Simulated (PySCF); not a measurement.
Task: Write a Z-matrix for `C([AsH2])C[AsH]C(C)C` as optimised with PBE0-D3(BJ)/def2-SVP.

Result: 
Z-matrix in Å and degrees, rows numbered from 1:
```
C 
C   1  1.5201
C   2  1.5239  1  111.85
As  2  1.9921  1  114.91  3  -124.04
C   4  1.9864  2   98.83  1   -48.27
C   5  1.5208  4  113.37  2  -173.47
As  6  1.9874  5  112.36  4   -62.99
H   1  1.0996  2  112.58  3  -177.09
H   1  1.1024  2  110.98  3    62.00
H   1  1.1038  2  110.61  3   -57.14
H   2  1.1051  1  109.10  3   120.05
H   3  1.1028  2  111.12  1   -61.81
H   3  1.1009  2  112.02  1   177.78
H   3  1.1028  2  110.84  1    57.32
H   4  1.5291  2   94.74  1    49.11
H   5  1.1007  4  110.18  2    61.52
H   5  1.1036  4  105.23  2   -53.30
H   6  1.1022  5  110.70  4    55.17
H   6  1.1002  5  110.81  4   174.30
H   7  1.5280  6   94.90  5   -71.91
H   7  1.5260  6   95.20  5  -164.57
```

All 3 C–C bonds measure 1.520 to 1.524 Å. As4 (arsenic bonded to 2 C and H) is pyramidal (angles 98.8°, 96.5° and 94.7°, sum 290.1°, 0.91 Å off the plane of its three neighbours). Of the pairs four or more bonds apart, H8···H16 is among the closest relative to their van der Waals radii: 2.25 Å, 94 % of the sum of Bondi's values. As7 (arsenic bonded to C and 2 H) is pyramidal (angles 95.2°, 94.9° and 92.2°, sum 282.3°, 0.88 Å off the plane of its three neighbours).

Computed, not measured: PBE0-D3(BJ)/def2-SVP geometry optimisation, gas phase in PySCF.

Point group: C1 (no symmetry element, even within 0.4 Å). PBE0-D3(BJ)/def2-SVP frequencies: not computed here. The numbers are those of one conformer (C1–C2–As4–C5 -48°, C2–As4–C5–C6 -173°, As4–C5–C6–As7 -63°, C5–C6–As7–H -72° and -165°).
